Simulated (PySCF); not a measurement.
A structure optimised at PBE0-D3(BJ)/def2-SVP, used in a PySCF frequency run:

```xyz
6

Ga     0.0000     0.0000     0.0026
Cl     0.0000     0.0000    -2.1365
S      0.0000    -1.9553     0.9927
H      0.0000    -1.4284     2.2375
S      0.0000     1.9553     0.9927
H      0.0000     1.4284     2.2375
```

### Question
Write its SMILES, formula and point group.

### Answer
[SH][Ga]([SH])[Cl], ClGaH₂S₂, C2v

### Question
What are its rotational constants (standard atomic weights)?

### Answer
2.1526, 2.0276, 1.0441 GHz
